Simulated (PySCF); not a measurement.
# Sr: ionisation energy

Sr [Kr] 5s2 (1S) → Sr+ [Kr] 5s1 (2S), as a difference of total energies. Computed with PySCF 2.14 in Sapporo-DKH3-DZP-2012, with the spin-free X2C one-electron Hamiltonian (Gaussian nucleus). Correlated levels: valence: [Kr] frozen. The calculations carry no spin-orbit coupling.

| method | ionisation energy (eV) |
| --- | --- |
| UHF | 4.750 |
| BP86 | 5.847 |
| LDA | 5.889 |
| MP2 (valence) | 5.115 |
| SCS-MP2 (valence) | 5.188 |
| CCSD (valence) | 5.411 |

Errors of the correlated levels include the incompleteness of this basis and the frozen core.

With two correlated electrons CCSD is exact in that space.

The coupled-cluster amplitudes are large for Sr (T1 above 0.03 or a double amplitude above 0.15), so a single reference is strained.

**Question.** Which method comes closest to the reference value, and which is furthest?

**Answer.** The reference is 5.695 eV (measured; NIST Atomic Spectra Database, ionization energies). Closest: BP86 (error 0.152 eV); furthest: UHF (error -0.945 eV).
